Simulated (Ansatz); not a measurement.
Ansatz (a first-principles code) input (RPA@PBE/cc-pV(T+d)Z):
A basis named .json is the Basis Set Exchange file of that set.

Ansatz 0.2 input:
```yaml
crystal:
  periodic: [false, false, false]
  atoms:
    - {symbol: Si, position_ang: [2.25643700, 0.27195417, 0.03568001]}
    - {symbol: C, position_ang: [0.34483924, 0.15184171, 0.00701989]}
    - {symbol: N, position_ang: [-0.47760948, 1.20450751, 0.00747311]}
    - {symbol: C, position_ang: [-1.82506118, 0.93342949, -0.01545942]}
    - {symbol: C, position_ang: [-2.06017219, -0.39855449, -0.03469011]}
    - {symbol: S, position_ang: [-0.57846580, -1.26791517, -0.02320305]}
    - {symbol: H, position_ang: [2.73252434, -0.37120665, -1.19849482]}
    - {symbol: H, position_ang: [2.49712192, 1.72621313, 0.06700191]}
    - {symbol: H, position_ang: [2.69852381, -0.41910622, 1.25648544]}
    - {symbol: H, position_ang: [-0.12267723, 2.15401228, 0.02410590]}
    - {symbol: H, position_ang: [-2.54165674, 1.73896094, -0.01640393]}
    - {symbol: H, position_ang: [-3.01287004, -0.90144196, -0.05449991]}
basis:
  gaussian:
    orbitals: cc-pV_T+d_Z.json
hamiltonian:
  xc: pbe
total_charge: 1
magnetization: {spin_polarized: false}
correlation: {method: rpa, electrons: outside_noble_gas}
```

End of the output:

```
integrals: 0.74 GiB planned
1640 factors; integrals over basis functions are off by at most 1.3e-3 eV
0.45 GiB of the device are held for the grids
1.60 GiB of device memory are held for the factors and their scratch space
mean field: 2.25 GiB planned
mean field evaluation 1: about -23369.8105 eV, gradient 9.9e1 eV
mean field evaluation 2: about -23369.8024 eV, gradient 1.0e2 eV
mean field evaluation 4: about -23390.1252 eV, gradient 3.2e1 eV
mean field evaluation 8: about -23392.8009 eV, gradient 9.0e-1 eV
mean field evaluation 16: about -23392.8015 eV, gradient 5.5e-4 eV
mean field -23392.80149788 eV, -859.6695988367 hartree, gradient 1.5e-6 eV, S^2 0.000000; 0 other end points of the search recorded, 0 dependent functions left out
14 core orbitals not correlated
reference -23342.08089733 eV, -857.8056511460 hartree; 16, 16 occupied and 252, 252 virtual orbitals, 1640 factors
Total energy: -23385.06187604 eV, -859.3851729804 hartree
```

It need not be the lowest isomer of its formula.
